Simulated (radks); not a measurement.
Question: Excited configurations of the tantalum ion Ta+: one electron is placed in a higher orbital outside [Xe] 4f14 5d3. The ground configuration is [Xe] 4f14 5d3 6s1. Method: Dirac Kohn-Sham, PBE, spin-unpolarised, spherical densities, finite nucleus; open shells are shared between the two j in proportion to 2j + 1; Fermi nuclear charge, rms radius 5.3507 fm; computed with a radial shooting solver on a logarithmic mesh with Libxc functionals. Excitation = E - E(ground); binding = E(ion) - E, where the ion is the core of charge +2; n* = 2/sqrt(2 binding) in atomic units, and the quantum defect is n - n*. Eigenvalue and <r> are those of j = l + 1/2.

| outer orbital | excitation (eV) | binding (eV) | n* | quantum defect | eigenvalue (eV) | <r> (bohr) |
|---|---|---|---|---|---|---|
| 5f | 11.393 | 3.577 | 3.901 | 1.099 | -2.497 | 8.421 |
| 6d | 9.770 | 5.200 | 3.235 | 2.765 | -3.796 | 6.715 |
| 6f | 12.526 | 2.444 | 4.719 | 1.281 | -1.825 | 14.30 |
| 7s | 8.677 | 6.293 | 2.941 | 4.059 | -4.959 | 6.764 |
| 7p | 10.083 | 4.887 | 3.337 | 3.663 | -3.752 | 8.376 |
| 7d | 11.807 | 3.163 | 4.148 | 2.852 | -2.425 | 12.11 |
| 7f | 13.228 | 1.742 | 5.589 | 1.411 | -1.360 | 21.58 |

Estimate the row for 6p.

Answer: excitation (eV) 5.029; binding (eV) 9.940; n* 2.340; quantum defect 3.660; eigenvalue (eV) -7.116; <r> (bohr) 4.070. The Delta-SCF ionisation energy is 14.970 eV (NIST Atomic Spectra Database: 16.2 eV, semi-empirical). Self-interaction in the functional shifts the binding energies and quantum defects, so they are the method's values and not measured ones. Spin polarisation and multiplet splitting are left out, so open shells lie too high by an amount that depends on their filling. Sharing an open shell by 2j + 1 raises it above the true ground level by a part of the spin-orbit splitting, which enters the differences from NIST.

Beside tabulated values, note that spin-unpolarised runs miss the spin-polarisation part of the exchange energy of open shells.
